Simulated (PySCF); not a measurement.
## Working out the ionisation energy of Mn⁺

Mn⁺ [Ar] 3d5 4s1 (7S) → Mn²⁺ [Ar] 3d5 (6S). Calculation: PySCF 2.14, in def2-SVP (5s3p2d1f, 31 functions); no relativity, point nucleus. Frozen: [Ar]. Energies in hartree (1 hartree = 27.21139 eV):

```tsv
part	Mn⁺ (lower)	Mn²⁺ (upper)
UHF	-1149.478460	-1148.942238
MP2 opposite-spin	0.000000	0.000000
MP2 same-spin	-0.047646	-0.041066
```

What does Hartree-Fock give?

(-1148.942238) − (-1149.478460) = 0.536222 hartree = 14.591 eV.

What do MP2 and SCS-MP2 (6/5 opposite-spin, 1/3 same-spin) give?

The opposite-spin parts differ by 0.000 eV and the same-spin parts by 0.179 eV. MP2: 14.591 + (0.000) + (0.179) = 14.770 eV. SCS-MP2: 14.591 + 1.2 × (0.000) + (0.179)/3 = 14.651 eV.

Measured between the centres of the two terms (NIST): 15.640 eV, so MP2 (valence) is off by -0.870 eV.

The calculation is non-relativistic.

A double-zeta basis recovers only part of the correlation energy.

What remains against the reference includes basis incompleteness, the frozen core and correlation beyond second order.
